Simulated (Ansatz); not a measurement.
Basis-set series for CH7BGeN2, SMILES `BN/C=[N]/[GeH3]`. The species carries charge 0 and has multiplicity 1. Geometry: relaxed with PBE0-D4/def2-TZVP. It is one conformer, not always the lowest.

| functional | basis | functions | energy (Eh) | HOMO (eV) | LUMO (eV) |
| --- | --- | --- | --- | --- | --- |
| PBE0-D4 | def2-SVP | 123 | -2252.82353 | -7.23 | -0.96 |
| PBE0-D4 | def2-TZVPP | 270 | -2253.28191 | -7.33 | -1.12 |
| ωB97M-V | def2-SVP | 123 | -2253.08958 | -9.52 | 1.18 |
| ωB97M-V | def2-TZVPP | 270 | -2253.55619 | -9.64 | 0.88 |

Task: Give the rows for def2-QZVPP. (Estimate.)

Result: The calculation gave: 
```json
{"functional": "PBE0-D4", "basis": "def2-QZVPP", "functions": "527", "energy (Eh)": "-2253.33719", "HOMO (eV)": "-7.34", "LUMO (eV)": "-1.16"}
{"functional": "ωB97M-V", "basis": "def2-QZVPP", "functions": "527", "energy (Eh)": "-2253.60972", "HOMO (eV)": "-9.65", "LUMO (eV)": "0.77"}
```

Positive LUMOs are unbound and depend on the basis. Scalar relativity is left out up to krypton.

Computed with Ansatz.
